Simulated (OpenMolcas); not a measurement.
**Ionisation energies of iron**

* Program: OpenMolcas 26.06
* Basis: ANO-RCC-VDZP [5s4p2d1f]
* Scalar Hamiltonian: DKH2, point nucleus
* Spin-orbit coupling: state interaction with AMFI integrals over the reference wave functions, term energies averaged over their components

Active shells in each charge state: the valence d, s shells, with orbitals averaged over the low states. Where CASPT2's correlated closed shells are named, they are those of the first ion.

A. CASSCF
B. SS-CASPT2, IPEA 0.25 Eh, imaginary shift 0.1 Eh (closed shells correlated: 3s 3p)
C. SS-CASPT2, IPEA 0 Eh, imaginary shift 0.1 Eh (closed shells correlated: 3s 3p)
D. SS-CASPT2, IPEA 0.25 Eh, imaginary shift 0.1 Eh (closed shells correlated: 2s 2p 3s 3p)

Energies in eV between the lowest computed levels, named as in B; reference values from the NIST Atomic Spectra Database with their kind.

```json
{"From": "Fe 3d6 4s2 5D4", "To": "Fe+ 3d6 4s 6D 9/2", "A": "5.341", "B": "8.362", "C": "8.428", "D": "8.376", "Spin-orbit share in B": "-0.005", "Reference": "7.902 (measured)"}
{"From": "Fe+ 3d6 4s 6D 9/2", "To": "Fe2+ 3d6 5D4", "A": "15.506", "B": "16.186", "C": "16.219", "D": "16.189", "Spin-orbit share in B": "-0.001", "Reference": "16.199 (measured)"}
```

Error against the reference values, in %:

| From | Reference | A | B | C | D |
| --- | --- | --- | --- | --- | --- |
| Fe | measured | -32.4 | +5.8 | +6.7 | +6.0 |
| Fe+ | measured | -4.3 | -0.1 | +0.1 | -0.1 |

Mean absolute error over the 2 measured values: A 1.63 eV, B 0.24 eV, C 0.27 eV, D 0.24 eV.

The lowest level within the active space need not be the ion's true ground level.
